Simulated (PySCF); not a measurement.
Compound: C7H16FNSi.
Structure used (PBE0-D3(BJ)/def2-SVP), in Å, numbered top down from 1:
```
atom  x, y, z in Å
C1    -2.8481   -0.1246   -0.6547
C2    -1.6916    0.6387   -0.0165
C3    -2.1080    1.0955    1.3689
F4    -1.1809    1.9450    1.9272
C5    -0.4059   -0.1861   -0.0008
C6     0.0865   -0.6227   -1.3830
C7     1.5580   -0.9890   -1.1678
N8     1.9328   -0.3012    0.0610
Si9    3.5209   -0.3360    0.7408
C10    0.8383    0.5146    0.5494
H11   -2.6298   -0.3812   -1.7007
H12   -3.7756    0.4686   -0.6482
H13   -3.0470   -1.0664   -0.1166
H14   -1.5047    1.5532   -0.6112
H15   -2.2316    0.2273    2.0421
H16   -3.0712    1.6321    1.3198
H17   -0.5805   -1.0922    0.6107
H18   -0.4896   -1.4550   -1.8117
H19    0.0016    0.2302   -2.0783
H20    2.1682   -0.6820   -2.0381
H21    1.6894   -2.0823   -1.0611
H22    3.4080   -0.0712    2.2081
H23    4.1103   -1.6895    0.4907
H24    4.4838    0.6695    0.1736
H25    0.8438    0.5772    1.6479
H26    0.8694    1.5591    0.1740
```

Computed with PySCF at PBE0/pcSseg-1, non-relativistic, on one gas-phase PBE0-D3(BJ)/def2-SVP geometry that isn't relaxed in the solvent. The solvent is an IEF-PCM continuum (Bondi radii, 1.10 Å for H, scaled by 1.2). Specific hydrogen bonds and non-electrostatic terms are outside this model.

```json
{"run": "gas", "E − E(gas) (kJ/mol)": "0.00", "HOMO (eV)": "-6.07", "HOMO–LUMO gap (eV)": "7.03", "dipole (D)": "2.94"}
{"run": "P", "E − E(gas) (kJ/mol)": "-10.78", "HOMO (eV)": "-6.04", "HOMO–LUMO gap (eV)": "7.00", "dipole (D)": "3.60"}
{"run": "Q", "E − E(gas) (kJ/mol)": "-13.28", "HOMO (eV)": "-6.05", "HOMO–LUMO gap (eV)": "6.99", "dipole (D)": "3.75"}
```

The runs were made in tetrahydrofuran and water. Which run belongs to which solvent?

P = tetrahydrofuran, Q = water. The dielectric constants are 7.426 (tetrahydrofuran), 78.36 (water), and the energy falls further as ε rises. In this model the ground state sees the solvent through ε alone.

How constant is the ratio of the lowering to (ε − 1)/(2ε + 1)?

| solvent | (ε − 1)/(2ε + 1) | E − E(gas) (kJ/mol) | ratio (kJ/mol) | polarisation term (kJ/mol) |
| --- | --- | --- | --- | --- |
| tetrahydrofuran | 0.405 | -10.78 | -26.6 | -12.04 |
| water | 0.490 | -13.28 | -27.1 | -15.24 |

The ratio changes by +1.8 % in size from tetrahydrofuran to water. The polarisation term is half the interaction of the solute with the induced surface charges.

The run took 2.1 min on Arm Neoverse N1, one thread, on a shared host, and the process peaked at 1.4 GiB of memory. This is the whole shielding run at PBE0/pcSseg-1 in water, SCF included.
